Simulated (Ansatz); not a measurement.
Born–Oppenheimer molecular dynamics of CH$_{6}$F$_{2}$Si$_{2}$ (11 atoms, charge 0, multiplicity 1). It starts from a rough guess of a transition structure, not a stationary point.

Level of theory: Ansatz 0.2.0, UKS PBE/STO-3G.

```
ensemble                      : NVE (velocity Verlet)
time step                     : 0.5 fs
steps asked                   : 150
starting velocities drawn for : 600 K
seed                          : 813190
```

First frame:

```xyz
11
Properties=species:S:1:pos:R:3
Si -0.012 -0.969 -0.870
Si 0.889 1.344 -0.136
C -0.868 -0.776 0.810
H -0.373 0.504 0.983
F -1.111 -1.088 -2.041
F 0.688 -2.402 -1.089
H -0.226 2.262 -0.377
H 1.434 1.457 1.226
H 2.003 1.793 -0.988
H -1.948 -0.752 0.857
H -0.476 -1.373 1.624
```

**Question.** How far do the bonds stretch over the last three quarters of this one trajectory? (Pairs bonded in most of those frames.)

**Answer.** 
| bond | mean (Å) | spread (Å) | shortest | longest |
| --- | --- | --- | --- | --- |
| Si1–Si2 | 2.271 | 0.043 | 2.21 | 2.35 |
| Si1–C3 | 1.940 | 0.084 | 1.80 | 2.10 |
| Si1–F5 | 1.705 | 0.089 | 1.55 | 1.82 |
| Si1–F6 | 1.683 | 0.061 | 1.58 | 1.78 |
| Si2–H7 | 1.463 | 0.012 | 1.44 | 1.49 |
| Si2–H8 | 1.461 | 0.013 | 1.44 | 1.48 |
| Si2–H9 | 1.465 | 0.011 | 1.45 | 1.49 |
| C3–H4 | 1.165 | 0.138 | 0.92 | 1.39 |
| C3–H10 | 1.117 | 0.072 | 0.98 | 1.25 |
| C3–H11 | 1.121 | 0.080 | 0.97 | 1.27 |

Mean temperature of the second half: 1694 K. The conserved energy stayed within 2.3 meV per atom of its start (net change -0.2 meV per atom), so there is no drift, though single steps change it by up to 22 meV in the whole system, a sign of fast motions only just resolved. The system heated up, since it started high on the potential surface and ran downhill. A run of 0.075 ps of so small a system gives no equilibrium averages. The orbitals stay closed-shell, which can raise the energy where a bond breaks towards radicals; this wasn't checked here. Limits of this set-up: minimal basis.

Time of the run: 7.2 min on 1 thread of Arm Neoverse V2 (shared host), peak memory 0.12 GiB.
